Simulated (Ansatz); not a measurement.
Start from `BO[SiH2]Br` and change one atom or group to get `BO[SiH2]C`.

Ansatz, PBE0-D4/def2-TZVP geometries, multiplicity 1. Each molecule was computed in one conformer, which needn't be the lowest.

Scalar relativity is left out up to krypton.

| property | `BO[SiH2]Br` |
| --- | --- |
| HOMO energy (PBE0/def2-TZVPP) / eV | -8.61 |
| HOMO–LUMO gap (B3LYP/def2-TZVPP) / eV | 7.15 |
| zero-point energy (PBE0-D4/def2-TZVP) / kJ/mol | 116.8 |
| size of the dipole moment (B3LYP/def2-TZVPP) / D | 1.15 |
| HOMO energy (PBE/def2-TZVPP) / eV | -7.26 |
| HOMO energy (ωB97M-V/def2-TZVPP) / eV | -10.84 |

Task: Give the same properties after the change, and the shifts. (An estimate is asked.)

Result: The calculation gave: 
```csv
property,`BO[SiH2]C`,shift
HOMO energy (PBE0/def2-TZVPP) / eV,-8.31,0.30
HOMO–LUMO gap (B3LYP/def2-TZVPP) / eV,7.35,0.20
zero-point energy (PBE0-D4/def2-TZVP) / kJ/mol,209.2,92.4
size of the dipole moment (B3LYP/def2-TZVPP) / D,1.53,0.38
HOMO energy (PBE/def2-TZVPP) / eV,-6.84,0.42
HOMO energy (ωB97M-V/def2-TZVPP) / eV,-10.68,0.16
```

With PBE0 the HOMO rises by 0.30 eV and the LUMO rises by 0.44 eV, so the gap widens by about 0.14 eV. PBE moves the HOMO by 0.42 eV and ωB97M-V by 0.16 eV. The zero-point energy changes by 92.4 kJ/mol with +9 modes. Dipoles are sizes alone; their direction can turn.

B3LYP here is the variant with VWN-RPA as its local correlation; programs differ in this.

Spin–orbit coupling is left out; it splits and shifts lone-pair levels of the heavy atoms by tenths of an eV.
